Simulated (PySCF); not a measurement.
Spinor energies of Cl⁴⁺ (chlorine, charge +4)

Start: [Ne] 3s2 3p1; 3p1/2 filled at m_j = +1/2. Calculated with PySCF 2.14 in x2c-QZVPPall-2c: generalised Hartree-Fock with the X2C-1e Hamiltonian and a Gaussian nucleus; one run each with spin-orbit coupling (SO) switched off, then screened by Boettger's factors.

| spinor shell | electrons | ε, spin-free (eV) | ε, screened SO (eV) | weight of nominal j (screened SO) | rms radius, screened SO (bohr) |
| --- | --- | --- | --- | --- | --- |
| 1s1/2 | 2 | -2930.6 | -2930.5 | 1.000 | 0.105 |
| 2s1/2 | 2 | -354.14 | -354.11 | 1.000 | 0.476 |
| 2p1/2 | 2 | -283.19 | -284.84 | 0.991 | 0.447 |
| 3s1/2 | 2 | -80.074 | -80.058 | 0.996 | 1.46 |
| 3p1/2 | 1 | -67.475 | -67.594 | 0.952 | 1.55 |

Problem. Where does 2p3/2 lie, and what is the 2p spin-orbit splitting (screened SO)?

Solution. At -282.32 eV, 2.521 eV above 2p1/2.

```tsv
quantity	spin-free	screened SO
E (hartree)	-456.28492	-456.29016
M_J	1/2	1/2
⟨J²⟩	1.054	0.910
⟨L²⟩	2.044	2.044
⟨S²⟩	0.765	0.765
```

Each row is a mean over spinors that exchange with the open shell spreads, by up to 1.711 eV (2p1/2).

⟨J²⟩ departs a little from M_J(M_J + 1) because the unrestricted spinors polarise the closed shells.

Without spin-orbit coupling the j labels of p, d and f shells carry no meaning; the spin-free column gives the mean over the occupied spinors of each nl shell, and its ⟨J²⟩ belongs to a mixture of degenerate components.
